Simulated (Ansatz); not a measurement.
Ideal-gas functions of GeH4O3 (`[OH][GeH]([OH])[OH]`) at 298.15 K and 1 bar, from an Ansatz frequency run at PBE0-D4/def2-TZVP.

Molar mass 124.64 g/mol, point group C1 (symmetry number 1), electronic degeneracy 1, moments of inertia 84.369, 92.666, 142.682 u Å². Harmonic wavenumbers (cm⁻¹, unscaled): 88, 160, 239, 252, 271, 305, 694, 714, 718, 738, 755, 895, 926, 934, 2218, 3883, 3888, 3899.

Use S(trans) = R[1.5 ln M + 2.5 ln T − 1.1517]; rotational temperatures θ = 24.2544 K / I; S(rot) = R[ln(√π/σ · √(T³/θAθBθC)) + 1.5]; for each mode x = 1.438777 ν̃/T, S = R[x/(eˣ − 1) − ln(1 − e⁻ˣ)] and H = RT x/(eˣ − 1); 1 cm⁻¹ = 0.0119627 kJ/mol; R = 8.31446 J/(mol·K).

Q: By hand: the entropy, in J/(mol·K).

A: Translation 169.0. Rotation: θ = 0.2875, 0.2617, 0.17 K, giving 106.4. Vibration, mode by mode: 15.50, 10.67, 7.57, 7.18, 6.65, 5.81, 1.31, 1.21, 1.19, 1.11, 1.03, 0.60, 0.53, 0.51, 0.00, 0.00, 0.00, 0.00, in all 60.9. Electronic 0.0. Sum 336.3 J/(mol·K).

Q: By hand: H − E and G − E in kJ/mol, counted from the electronic energy.

A: Zero-point energy ½ × 21577 × 0.0119627 = 129.1; thermal vibration 10.3; translation, rotation and pV give 4 RT = 9.9. H − E = 149.3 kJ/mol, and G − E = 149.3 − 298.15 × 336.3/1000 = 49.0 kJ/mol.

Vibration gives 18 % of the entropy, 15.5 J/(mol·K) of it from the mode under 150 cm⁻¹: soft modes count most, and the harmonic formula is weakest for them. The sum counts one conformer and one mirror image; others add a mixing term.
